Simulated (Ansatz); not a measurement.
Name a neutral molecule of C, N, Si and H with HOMO energy (B3LYP/def2-TZVPP) between -6.80 and -6.50 eV and HOMO–LUMO gap (ωB97M-V/def2-TZVPP) between 11.20 and 11.50 eV (Ansatz, PBE0-D4/def2-TZVP geometry).

`C[SiH2]N(C)[SiH3]` (-6.71 eV, 11.25 eV); `C[SiH](C)N([SiH](C)C)[Si](C)(C)C` (-6.71 eV, 11.29 eV). Other molecules can fit too; these were computed, each in one conformer that needn't be the lowest.

B3LYP here is the variant with VWN-RPA as its local correlation; programs differ in this.
